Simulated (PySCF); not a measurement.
# Ionisation energy of F⁺ by level of theory

F⁺ [He] 2s2 2p4 (3P) → F²⁺ [He] 2s2 2p3 (4S), as a difference of total energies. Computed with PySCF 2.14 in aug-cc-pwCVTZ (7s6p4d2f, 59 functions), with no relativity, point nucleus. Correlated levels: valence: 1s2 frozen; valence and next inner shell: nothing frozen. The calculations carry no spin-orbit coupling.

```
                                method  ionisation energy (eV)
                                   UHF                  33.374
                                   LDA                  35.263
                                   PBE                  35.422
                                  PBE0                  35.248
                                r2SCAN                  35.107
                               r2SCAN0                  35.003
                             CAM-B3LYP                  35.485
                               r2SCANh                  35.065
                                 HSE06                  35.290
                         MP2 (valence)                  34.633
                     SCS-MP2 (valence)                  34.747
    MP2 (valence and next inner shell)                  34.660
SCS-MP2 (valence and next inner shell)                  34.760
```

A first-order spin-orbit estimate (lowest level to lowest level, LS coupling) adds 0.020 eV.

Errors of the correlated levels include the incompleteness of this basis and the frozen core.

Which method comes closest to the reference value, and which is furthest?

The reference is 34.971 eV (measured; NIST Atomic Spectra Database, ionization energies). Closest: r2SCAN0 (error 0.052 eV); furthest: UHF (error -1.577 eV), both after the spin-orbit estimate.
